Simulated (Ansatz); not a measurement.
Isolated molecules relaxed with PBE0-D4/def2-TZVP in Ansatz; ΔE leaves out vibrations. CCSD(T)/CBS adds triple-zeta CCSD(T) − MP2 to the extrapolated MP2 energy (def2 sets, frozen cores). This one scheme is used for every species. DFT in def2-TZVPP. B3LYP here is the variant with VWN-RPA as its local correlation; programs differ in this. Each species was taken in one conformer, which may not be the lowest.

`C[SiH](F)P` + `O[SiH2]O` → `C[SiH](F)O[SiH2]O` + PH₃  (cleavage of the Si–P bond)

`C[SiH](F)P`:

```xyz
10

C    -0.512   -0.283    1.210
Si   -0.228    0.745   -0.309
F    -1.660    1.073   -0.960
P     1.022   -0.222   -1.910
H     0.440   -0.506    1.700
H    -1.147    0.252    1.922
H    -0.996   -1.229    0.958
H     0.411    2.042    0.034
H     2.124   -0.341   -1.017
H     0.545   -1.531   -1.627
```

`O[SiH2]O`:

Cartesian coordinates in Å:
```
O -0.260 -0.135 1.420
Si 0.427 0.029 -0.062
O -0.663 0.072 -1.288
H -0.802 0.586 1.743
H 1.150 1.316 -0.184
H 1.321 -1.147 -0.171
H -1.173 -0.721 -1.459
```

`C[SiH](F)O[SiH2]O`:

Z-matrix (Å, degrees):
```
C
Si 1 1.845
H 1 1.093 2 110.5
H 1 1.093 2 111.0 3 -120.0
H 1 1.093 2 110.4 3 119.7
F 2 1.604 1 108.2 3 -179.7
O 2 1.626 1 112.0 3 -61.3
H 2 1.479 1 113.7 3 61.5
Si 7 1.637 2 140.5 1 -73.7
O 9 1.639 7 111.5 2 4.8
H 9 1.477 7 109.0 2 121.1
H 9 1.483 7 107.3 2 -117.2
H 10 0.959 9 118.0 7 -69.5
```

PH₃:

Z-matrix (Å, degrees):
```
P
H 1 1.420
H 1 1.420 2 93.1
H 1 1.420 2 93.1 3 93.3
```

```tsv
level	ΔE (kJ/mol)
B3LYP-D4	-119.1
ωB97X-V	-115.8
MP2/CBS(def2)	-115.1
CCSD/CBS(def2)	-119.6
```

Question: What does CCSD(T)/CBS give? (Estimate.)

Answer: The calculation gave: -115.9 kJ/mol. The listed levels differ from it by -3.2, 0.1, 0.8, -3.7 kJ/mol.

Largest T1 diagnostic among the species: 0.013.

From PBE to PBE0 (25 % exact exchange), in def2-TZVPP and without D4, ΔE moves by −8.4 kJ/mol. In def2-TZVPP, CCSD(T) changes the Hartree–Fock value by +21.3 kJ/mol (the triples alone add +3.7 kJ/mol) and MP2 by +22.1 kJ/mol. The D4 term adds −3.4 kJ/mol with B3LYP and −2.3 kJ/mol with PBE0; it sums over pairs of atoms, weighted by their polarisabilities, and B3LYP, whose exchange is more repulsive, gets the larger term.
